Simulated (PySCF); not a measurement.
From one molecule to another.

First species: cyclohexylphosphine, C6H13P.
InChI=1S/C6H13P/c7-6-4-2-1-3-5-6/h6H,1-5,7H2

Second species: C7H7NO.
SMILES: `CC(=O)c1ccccn1`

Levels: CAM-B3LYP/def2-SVPD for HOMO energy, LUMO energy, HOMO–LUMO gap and static isotropic polarisability; TDDFT CAM-B3LYP/def2-SVPD for lowest singlet excitation; TDA CAM-B3LYP/def2-SVPD for lowest triplet excitation (Tamm–Dancoff). Geometries: GFN2-xTB. All species are isolated and taken at one optimised geometry, non-relativistic unless stated; the electronic structure was computed with PySCF and density fitting.

The conformers computed, where there is a choice (atom-mapped SMILES and torsion angles):
- `[CH3:1][C:2](=[O:3])[c:4]1[cH:5][cH:6][cH:7][cH:8][n:9]1`: C1–C2–C4–C5 180°

The conformers of `PC1CCCCC1` aren't listed.

```json
{"property": "HOMO energy", "column X": "-8.71 eV", "column Y": "-8.45 eV"}
{"property": "LUMO energy", "column X": "-0.88 eV", "column Y": "1.24 eV"}
{"property": "HOMO–LUMO gap", "column X": "7.83 eV", "column Y": "9.69 eV"}
{"property": "lowest singlet excitation", "column X": "3.74 eV", "column Y": "6.57 eV"}
{"property": "lowest triplet excitation (Tamm–Dancoff)", "column X": "3.25 eV", "column Y": "5.50 eV"}
{"property": "static isotropic polarisability", "column X": "88.4 au", "column Y": "94.3 au"}
```

(1) Which column belongs to which species?

(2) How does each property change from the first species to the second?

Answers

(1) Column X is the second species and column Y the first. The first has 20 atoms and 64 electrons, the second 16 and 64.

(2) HOMO energy -0.26 eV; LUMO energy -2.12 eV; HOMO–LUMO gap -1.86 eV; lowest singlet excitation -2.83 eV; lowest triplet excitation (Tamm–Dancoff) -2.25 eV; static isotropic polarisability -5.9 au.

On the first: In wavenumbers S1 is 53000 cm⁻¹ (1 eV = 8065.54 cm⁻¹). The principal polarisabilities are 81.1, 91.0 and 110.8 au; their mean is the isotropic value.

On the second: No computed singlet falls in the visible range (750 to 380 nm, 1.65 to 3.26 eV); S1 lies 0.48 eV above its blue end. The polarisability is 13.10 Å³ as a volume (1 au = 0.148185 Å³), or 1.38 au for each of the 64 electrons.
